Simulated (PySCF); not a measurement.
A geometry optimisation on `[SiH3]OC[SiH2]P`.

Method: PBE0-D3(BJ)/def2-SVP geometry optimisation, gas phase (PySCF 2.14.0). Start geometry: GFN2-xTB. The input is one job of a driver script: a line of settings, then coordinates in Å.

Command:
```bash
OMP_NUM_THREADS=1 python probes_run.py task.json out
```

Input:
```
{"job": {"xc": "PBE0", "basis": "def2-SVP", "d3": "d3bj", "grid": 1, "shake": 0.01, "kind": "geom"}, "charge": 0, "multiplicity": 1}
Si    -2.354410     0.630950     0.274770
O     -0.852210     0.207670    -0.041580
C     -0.171080    -0.925760     0.416690
Si     1.587040    -0.850630    -0.433660
P      2.393480     1.116160     0.175030
H     -2.444220     1.839990    -0.580420
H     -2.558620     0.938060     1.695890
H     -3.295120    -0.398730    -0.122310
H     -0.711620    -1.824000     0.196010
H     -0.071440    -0.887300     1.525830
H      2.406060    -1.933370     0.079330
H      1.344590    -1.028300    -1.864340
H      3.285190     1.224960    -0.859130
H      1.435210     1.875220    -0.484820
```

Task: What does the run print?

Result: 
```
step   0  E = -1038.20439424  max force = 0.044955
step   1  E = -1038.21673309  max force = 0.005552
step   2  E = -1038.21730397  max force = 0.001947
step   3  E = -1038.21746368  max force = 0.001141
step   4  E = -1038.21752487  max force = 0.001564
step   5  E = -1038.21755306  max force = 0.000796
step   6  E = -1038.21757200  max force = 0.000304
step   7  E = -1038.21759339  max force = 0.001567
step   8  E = -1038.21760909  max force = 0.002513
step   9  E = -1038.21761840  max force = 0.002224
step  10  E = -1038.21763246  max force = 0.000920
step  11  E = -1038.21764019  max force = 0.000208
optimisation converged
```

Energies in Eh; «max force» is the largest Cartesian gradient component in Eh/bohr.

Task: Give the first gradient maximum in eV/Å.

Result: With 1 Eh/bohr = 51.422 eV/Å, 2.312 eV/Å.

Main results: final energy -1038.21764 Eh after 11 steps; dipole 1.11 D.

Task: Give the final coordinates.

Result: 0.224 Å rms from the input after alignment:
```
atom  x, y, z in Å
Si1   -2.4258    0.6465    0.2801
O2    -0.9002    0.2075   -0.2358
C3    -0.2060   -0.9030    0.2960
Si4    1.5754   -0.8312   -0.3589
P5     2.3385    1.2211    0.2058
H6    -2.7680    1.8997   -0.4431
H7    -2.4259    0.8736    1.7594
H8    -3.4231   -0.4243   -0.0342
H9    -0.6896   -1.8577    0.0110
H10   -0.1818   -0.8772    1.4041
H11    2.4041   -1.8694    0.3303
H12    1.5923   -1.0958   -1.8300
H13    3.5204    1.1260   -0.5921
H14    1.5797    1.8670   -0.8161
```

Run on one thread, Arm Neoverse V1 (aarch64), no GPU, on a shared host.
Labels such as C1 count atoms from 1, the log's own numbers from 0.
